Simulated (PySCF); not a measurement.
CH8FNSi2, SMILES C([SiH2][SiH2]F)N. Atoms are numbered in the order given.

```xyz
13

N     -2.7122     1.0578     1.0206
C     -1.5633     0.1758     0.8737
Si    -0.0926     0.9110    -0.0936
Si     1.6873    -0.5960    -0.3396
F      1.0839    -1.9611    -1.0099
H     -2.4487     1.9196     1.4947
H     -3.0747     1.3327     0.1097
H     -1.8785    -0.7569     0.3757
H     -1.2152    -0.1394     1.8724
H      0.4112     2.1352     0.6131
H     -0.5658     1.3428    -1.4490
H      2.2827    -0.9656     0.9806
H      2.7729    -0.0868    -1.2298
```

Geometry optimised at PBE0-D3(BJ)/def2-SVP. This is a generated structure with no PubChem entry under its InChIKey; it may be hypothetical. Other conformers were not sampled.

Level of theory: PBE/pcSseg-1 (PySCF).

GIAO shieldings, no solvent; atoms listed in one row are averaged. δ = σ(ref) − σ: ¹⁵N against NH3 (σ = 267.0 ppm); ¹³C against TMS (σ = 182.0 ppm); ²⁹Si against TMS (σ = 335.4 ppm); ¹⁹F against CFCl3 (σ = 133.6 ppm); ¹H against TMS (σ = 31.49 ppm), references at their B3LYP-D3(BJ)/def2-TZVP geometries, non-relativistic.

Computed chemical shifts:
| nucleus | atoms | count | δ (ppm) |
|---|---|---|---|
| ¹⁵N | N1 | 1 | 42.9 |
| ¹³C | C2 | 1 | 31.3 |
| ²⁹Si | Si4 | 1 | 9.9 |
| ²⁹Si | Si3 | 1 | -73.6 |
| ¹⁹F | F5 | 1 | -291.9 |
| ¹H | H12, H13 | 2 | 6.10 |
| ¹H | H11 | 1 | 3.96 |
| ¹H | H10 | 1 | 3.71 |
| ¹H | H8 | 1 | 3.17 |
| ¹H | H9 | 1 | 3.02 |
| ¹H | H6, H7 | 2 | 0.34 |
